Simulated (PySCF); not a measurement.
Computed structure and properties of [Ho(H2CO)]3+

System: [Ho(H2CO)]3+ (singlet in the valence; each metal's 4f electrons, 10 of them, lie in its core potential, out of spins and levels); start: template (C2v). Method: PySCF 2.14.0, RKS PBE0, Ho lcecp-1-SVP with ECP56, O def2-SVP, C def2-SVP, H def2-SVP; non-relativistic Hamiltonian with scalar-relativistic core potentials where named; density fitting; no spin-orbit coupling.

Input of the relaxation:

```python
mol = gto.M(atom='''
Ho     0.00000     0.00000    -0.46857
O      0.00000     0.00000     1.96643
C      0.00000     0.00000     3.18643
H      0.94000    -0.00000     3.76643
H     -0.94000     0.00000     3.76643''',
    basis={'Ho': 'lcecp-1-SVP', 'O': 'def2-SVP', 'C': 'def2-SVP', 'H': 'def2-SVP'},
    ecp={'Ho': 'lcecp-1-SVP'},
    charge=3, spin=0)
mf = dft.RKS(mol, xc='PBE0')
mf.grids.atom_grid = (50, 194)  # f atoms: unpruned, at least (60, 302)
mf = mf.density_fit()  # fitting sets: Ho AutoAux, O def2-universal-JKFIT, C def2-universal-JKFIT, H def2-universal-JKFIT
mf.conv_tol = 1e-08; mf.max_cycle = 55
mf.kernel(dm0)  # dm0: converged density of the start geometry
# quasi-Newton relaxation in Cartesian coordinates to a largest gradient under 0.00045 Eh/bohr, steps kept in the point group
```

Run from Python with OMP_NUM_THREADS=2; the lines above give its settings. Where DIIS fails, smearing, a level shift and second-order steps follow.
It took 22 s on 2 threads of Arm Neoverse N1 (shared host), from the converged density of the start.

Course of the relaxation:

```json
{"step": "0", "energy above end (eV)": "0.8097", "largest force component within the symmetry (eV/Å)": "4.639"}
{"step": "1", "energy above end (eV)": "0.3974", "largest force component within the symmetry (eV/Å)": "2.641"}
{"step": "2", "energy above end (eV)": "0.1636", "largest force component within the symmetry (eV/Å)": "4.068"}
{"step": "3", "energy above end (eV)": "0.0315", "largest force component within the symmetry (eV/Å)": "0.971"}
{"step": "4", "energy above end (eV)": "0.0035", "largest force component within the symmetry (eV/Å)": "0.313"}
{"step": "5", "energy above end (eV)": "0.0001", "largest force component within the symmetry (eV/Å)": "0.101"}
{"step": "6", "energy above end (eV)": "0.0000", "largest force component within the symmetry (eV/Å)": "0.020"}
{"step": "7", "energy above end (eV)": "0.0000", "largest force component within the symmetry (eV/Å)": "0.001"}
```

Relaxed geometry (C2v):

```xyz
5

Ho    0.0000    0.0000   -0.1767
O     0.0000    0.0000    1.8747
C     0.0000    0.0000    3.1446
H     0.9728    0.0000    3.6873
H    -0.9728    0.0000    3.6873
```

```
      contact      Å
Ho1–O2 (H2CO)  2.051
```

On the finer grid (75, 302):

- HOMO: -25.43 eV
- LUMO: -19.61 eV
- Dipole about the centre of mass: 5.15 D
- Set of Mulliken populations of Ho1 outside the core potential: s 2.05, p 6.05, d 0.44, f 0.03
- D3(BJ) dispersion energy (not in the energies): -0.094 eV

```tsv
atom	Mulliken (e)	Löwdin (e)	spin (e)
Ho1	2.43	2.28	0.00
O2	-0.37	-0.09	0.00
C3	0.41	0.54	0.00
H4	0.27	0.13	0.00
H5	0.27	0.13	0.00
```

The 4f levels lie in the core potential and are missing. Their spin isn't counted.

On the grid (50, 194), as all that follows. Harmonic modes: a minimum; lowest 258 cm⁻¹ (negative: unstable), highest 3161 cm⁻¹, zero-point energy 0.778 eV.

Taking off one H2CO (charge 0, singlet; the rest: singlet) in vacuum, both parts rigid, costs 6.60 eV; the small basis without counterpoise inflates it. Parting with an electron moved from the ligand to the metal can be far cheaper, even downhill.

Rigid scan of H2CO along the line from its metal:

| distance to O2 (Å) | energy (eV) |
| --- | --- |
| 1.75 | 1.379 |
| 1.85 | 0.519 |
| 1.95 | 0.110 |
| 2.05 | 0.000 |
| 2.15 | 0.081 |
| 2.25 | 0.280 |
| 2.45 | 0.845 |

One start shape was tried, so this needn't be the lowest isomer.

An lcecp potential fixes the number of 4f electrons, so in runs with it no electron can move into or out of that shell.
